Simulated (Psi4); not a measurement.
# ZrCl3F (SMILES [F][Zr]([Cl])([Cl])[Cl]): methods side by side

ZrCl3F has 5 atoms, charge 0, and is taken as a singlet. SMILES: `[F][Zr]([Cl])([Cl])[Cl]`. Geometry: optimised at PBE0/def2-TZVP.

Each level gives the HOMO–LUMO gap (eV). The values are calculated.

```tsv
level	kind	program	value (eV)	CPU time
PBE-D4/def2-TZVPP (density fitting, core potential)	GGA	Psi4	5.09	53 s
r2SCAN-D4/def2-TZVPP (density fitting, core potential)	meta-GGA	Psi4	5.60	2.2 min
B3LYP-D4/def2-TZVPP (density fitting, core potential)	global hybrid	Psi4	6.78	58 s
PBE0-D4/def2-TZVPP (density fitting, core potential)	global hybrid	Psi4	7.27	64 s
wB97M-V/def2-TZVPP (density fitting, core potential)	range-separated hybrid	Psi4	11.60	2.4 min
```

The values span 5.09 to 11.60 eV. Orbital gaps aren't excitation energies; they tend to grow with the share of exact exchange. Times are those of the runs behind each value, whatever else they computed, on shared processors of several kinds: orders of magnitude only.
